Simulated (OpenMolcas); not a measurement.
Pt2+: ligand-field states by method

Pt2+ with 6 ligands (fluoride) in octahedral coordination (Oh) at 2.11 Å. A charge of +0.667 e stands 2.4 Å behind each ligand. Ligand basis ANO-RCC-VDZP.
```
Pt    0.0000    0.0000    0.0000
F     2.1100    0.0000    0.0000
F     0.0000    2.1100    0.0000
F    -2.1100    0.0000    0.0000
F     0.0000   -2.1100    0.0000
F     0.0000    0.0000    2.1100
F     0.0000    0.0000   -2.1100
```

- Program: OpenMolcas
- Basis: ANO-RCC-VTZP [8s7p5d3f1g]
- Scalar Hamiltonian: DKH2, point nucleus
- Active space: 8 electrons in 5 orbitals (5d)
- State averaging: 2S+1 = 3 even, 10 roots; 2S+1 = 1 even, 15 roots
- Spin-orbit coupling: state interaction with AMFI integrals over the reference wave functions

I. CASSCF
II. SS-CASPT2, IPEA 0.25 Eh, imaginary shift 0.1 Eh (closed shells correlated: 5s 5p and the ligand valence shells)

Spin-free states (labels of O, the rotations of Oh) in cm-1, each column counted from its own energy of the first state listed:

```json
{"State": "3A2", "Degeneracy": "1", "I": "0", "II": "0"}
{"State": "1E", "Degeneracy": "2", "I": "12496", "II": "8380"}
{"State": "3T2", "Degeneracy": "3", "I": "15650", "II": "17170"}
{"State": "1A1", "Degeneracy": "1", "I": "21921", "II": "16370"}
{"State": "3T1", "Degeneracy": "3", "I": "23070", "II": "22850"}
{"State": "1T2", "Degeneracy": "3", "I": "28092", "II": "26120"}
{"State": "1T1", "Degeneracy": "3", "I": "31561", "II": "28950"}
{"State": "3T1", "Degeneracy": "3", "I": "35971", "II": "36180"}
{"State": "1E", "Degeneracy": "2", "I": "45426", "II": "45080"}
{"State": "1T2", "Degeneracy": "3", "I": "45711", "II": "45210"}
{"State": "1A1", "Degeneracy": "1", "I": "65622", "II": "60570"}
```

From I to II, I's first state of the same spin (3T2) moves from 15650 to 17170 cm-1, by about +1500 cm-1.

From I to II, I's first state of another spin (1E) moves from 12496 to 8380 cm-1, by about -4100 cm-1.

I: A least-squares ligand-field fit to the states below 45000 cm-1, each weighted by its degeneracy and with a free common offset, gives 10Dq = 15791 cm-1, B = 786 cm-1 and C = 3237 cm-1 (C/B = 4.12), with an rms deviation of 50 cm-1. The same method and metal basis give the free ion B = 865 cm-1 (fit to its terms below 60000 cm-1, rms deviation 8 cm-1), so the nephelauxetic ratio is β = 786 / 865 = 0.91; it hangs on how both fits weigh the states, and computed free-ion B values tend to be too large, so β mixes covalency with correlation.

II: A least-squares ligand-field fit to the states below 45000 cm-1, each weighted by its degeneracy and with a free common offset, gives 10Dq = 17157 cm-1, B = 554 cm-1 and C = 2450 cm-1 (C/B = 4.42), with an rms deviation of 343 cm-1. The same method and metal basis give the free ion B = 677 cm-1 (fit to its terms below 60000 cm-1, rms deviation 447 cm-1), so the nephelauxetic ratio is β = 554 / 677 = 0.82; it hangs on how both fits weigh the states, and computed free-ion B values tend to be too large, so β mixes covalency with correlation.

From I to II, 10Dq changes by +9 %, B by -30 % and C by -24 %.

χT at 300 K: I 1.79, II 1.73 cm3 K/mol.

The states above are spin-free; spin-orbit coupling is strong here and shifts and splits them by thousands of cm-1.

Roots that are degenerate in the reference are averaged as groups; the widest CASPT2 spread within a group is 82 cm-1 (the 3-fold group of multiplicity 3 near 17200 cm-1 above the lowest state of its run, II). Shifts and gaps below about the spread of the groups concerned are not significant. Over all roots computed the reference weight is 0.69 in II; a low but even weight reflects the number of correlated electrons. Real 4d8 and 5d8 ions are as a rule square planar and diamagnetic. Ligand-to-metal charge-transfer states are missing. With no ligand orbital active B as a rule stays too high, so bands that hang on it stand too high and its fall with covalency is understated. Without dynamic correlation the repulsion within the d shell is too large (B by tens of per cent), so at a given field states of lower spin stand too high (holds for I). With metal d orbitals alone the field can be off either way by tens of per cent (holds for I). With one d shell and no ligand orbital active, 10Dq can be off by a tenth or more (holds for II). No measured value stands beside these numbers; the geometry is a model, was not optimised and need not be the one that this ion takes.
